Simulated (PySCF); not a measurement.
Cartesian coordinates in Å; atom numbers follow the order of the lines, from 1:
```xyz
8

Cl    2.668    0.209   -0.464
C     0.980    0.457   -0.322
C     0.085   -0.526   -0.136
B    -1.419   -0.228   -0.019
Cl   -2.052    1.411   -0.101
Cl   -2.556   -1.544    0.203
H     0.690    1.509   -0.399
H     0.441   -1.558   -0.068
```

Geometry: PBE0-D3(BJ)/def2-SVP; GIAO shifts from PySCF 2.14.0 with density-fitted response routines, gas phase, non-relativistic, averaged over equivalent atoms.

At PBE0/6-31G* (100 basis functions, 9.5 s wall time on 1 thread of an Arm Neoverse V1, shared host):
```
  atoms  δ (ppm)
    Cl1    240.4
Cl5/Cl6    188.0
     C2    152.6
     C3    126.5
     B4     51.2
     H7     7.25
     H8     6.17
```

References, each an isolated molecule treated in the same way: ³⁵Cl (σ = 929.83 ppm) vs HCl; ¹³C (σ = 194.14 ppm), ¹H (σ = 31.96 ppm) vs TMS; ¹¹B (σ = 112.25 ppm) against BF3·OEt2.

Task: What do these become at PBE0/aug-cc-pVDZ?

Result: 
| atoms | δ at PBE0/aug-cc-pVDZ | change |
| --- | --- | --- |
| Cl1 | 276.7 | +36.3 |
| Cl5/Cl6 | 223.0 | +35.0 |
| C2 | 159.2 | +6.6 |
| C3 | 130.4 | +3.9 |
| B4 | 51.1 | -0.1 |
| H7 | 8.09 | +0.84 |
| H8 | 6.70 | +0.53 |

Shifts are taken against calculated references (same method and geometry level): ³⁵Cl (σref 967.65) vs HCl; TMS for ¹³C (σref 195.12) and ¹H (σref 31.39); ¹¹B (σref 110.17) vs BF3·OEt2.

The largest change is at Cl1 (chlorine bonded to C). Cost: 168 basis functions, 19 s wall time on 1 thread of an Arm Neoverse V1, shared host.

A carbon bonded to boron is broadened by the quadrupolar boron nucleus and is often missing from a measured spectrum. Carbons that carry Cl, above all several Cl atoms, come out too deshielded, partly because spin–orbit coupling is missing.
